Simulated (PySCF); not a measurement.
**Assignment exercise: C7H10Cl2Si**

Cartesian coordinates in Å; atom numbers follow the order of the lines, from 1:
```xyz
20

C     2.880   -0.507    0.930
C     1.944   -0.343    0.005
C     2.094    0.679   -1.082
Si    0.357   -1.373   -0.006
Cl    0.158   -2.291   -1.808
C    -1.135   -0.256    0.181
C    -1.358    0.962    0.692
Cl   -0.368    2.111    1.468
C    -2.820    1.014    0.370
C    -2.594   -0.397   -0.226
H     3.784    0.084    0.940
H     2.785   -1.235    1.718
H     3.042    1.205   -1.001
H     1.284    1.406   -1.024
H     2.038    0.200   -2.059
H     0.383   -2.411    1.026
H    -3.484    1.055    1.231
H    -3.111    1.780   -0.346
H    -3.128   -1.195    0.284
H    -2.758   -0.475   -1.298
```

- coordinates at the GFN2-xTB level
- NMR shieldings at PBE0/pcSseg-1/GIAO
- program: PySCF
- non-relativistic Hamiltonian, one averaged value for each set of equivalent atoms, a single conformation, in vacuum

Referencing at the same level of theory: 13C (σref 186.93), 1H (σref 31.72) vs TMS.

(1) Assign these signals to the numbered atoms. 13C{1H} NMR (computed): δ 158.7, 152.9, 150.1, 136.8, 41.7, 29.0, 25.1.

(2) Assign these signals to the numbered atoms. 1H NMR (400 MHz, computed): δ 6.21 (br s, 1H), 5.87 (br s, 1H), 5.40 (s, 1H), 2.90 (m, 1H), 2.90 (m, 1H), 2.64 (m, 1H), 2.43 (m, 1H), 2.14 (s, 3H).

## Answers

(1) 
158.7 → C7, fully substituted alkene carbon: an sp2 carbon of a C=C bond
152.9 → C2, fully substituted alkene carbon
150.1 → C6, fully substituted alkene carbon
136.8 → C1, terminal =CH2 carbon: an sp2 carbon of a C=C bond
41.7 → C9, allylic sp3 CH2: saturated and bonded to C and H only
29.0 → C10, allylic sp3 CH2
25.1 → C3, allylic methyl carbon: saturated and bonded to C and H only

(2) 
| δ (ppm) | atoms | environment | reason |
| --- | --- | --- | --- |
| 6.21 | H11 | hydrogen on a terminal =CH2 carbon | attached to an sp2 carbon and in the plane of the double bond |
| 5.87 | H12 | hydrogen on a terminal =CH2 carbon | – |
| 5.40 | H16 | hydrogen on a silicon bonded to 2 C, Cl | – |
| 2.90 | H18 | hydrogen on an allylic sp3 CH2 | allylic position |
| 2.90 | H17 | hydrogen on an allylic sp3 CH2 | – |
| 2.64 | H20 | hydrogen on an allylic sp3 CH2 | – |
| 2.43 | H19 | hydrogen on an allylic sp3 CH2 | – |
| 2.14 | H13/H14/H15 | hydrogen on an allylic methyl carbon | allylic position |

H18 and H17 lie closer than the usual error of such a calculation, so a measured spectrum could show them in the other order.

Carbons that carry Cl, above all several Cl atoms, come out too deshielded, partly because spin–orbit coupling is missing. Shifts are as computed. Against solution values, carbons near 30 ppm lie about +3 ppm off and those near 130 ppm about +5 ppm; carbons on Cl a further +6 ppm. Of 1211 compounds with measured shifts, 218 miss one by over three times the rms of a fit or turn the order of signals round; such compounds aren't used in these exercises. No couplings were computed; multiplicities are counted from neighbouring protons, with m where these are inequivalent, close in shift, in a saturated or five-membered ring or joined by F or P, and br s for small geminal =CH2 splittings.
